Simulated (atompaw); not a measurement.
**C (Z = 6): PAW (atompaw) pseudisation with PBE, non-relativistic reference atom.**

- Element: C
- Generator: atompaw 4.2.0.5
- Type: PAW
- Functional: PBE
- Relativity: non-relativistic
- Frozen core: [He]
- Valence charge: 4
- Reference configuration: 2s2 2p2
- Partial waves: 2s (bound): rc 1.45 bohr; 2s channel at -0.6 Ry: rc 1.45 bohr; 2p (bound): rc 1.95 bohr; 2p channel at 2.7 Ry: rc 1.95 bohr
- Local potential: bessel scheme, radius 1.50 bohr
- Core correction: smooth core density matched at 1.30 bohr
- Augmentation charge: sinc compensation charge, radius 1.65 bohr; PAW radius 1.95 bohr; waves and projectors: custom polynom2 7 10 vanderbiltortho

All-electron outer shells of the reference configuration (PBE, non-relativistic, ld1.x):

```csv
shell,level (eV),outermost node (bohr),outermost maximum (bohr)
2s,-13.74,0.38,1.22
2p,-5.29,–,1.20
```

Calculated quality:

- Cutoffs needed: 15 Ry and 21 Ry (the cutoffs (Ry, on a coarse ladder) from which the occupation-weighted sum of valence levels, in a spherical-Bessel basis at the reference potential, stays within 10 and 1 mRy of its value at 400 Ry)
- Ghost test: no extra level below or beside the all-electron valence levels (s, p, d, f tested) (spherical-Bessel basis up to 400 Ry, 20 bohr box)
- Lowest eigenvalue of the overlap operator: 0.14 (s channel)
- Overlap eigenvalues printed by atompaw (projector basis): 0.106, 2.48, 19.9, 3.16e+03
- Share of each valence orbital outside the PAW sphere: 2s 25 %, 2p 35 %

Generation and tests took about 1.2 s on one core of a shared server CPU.
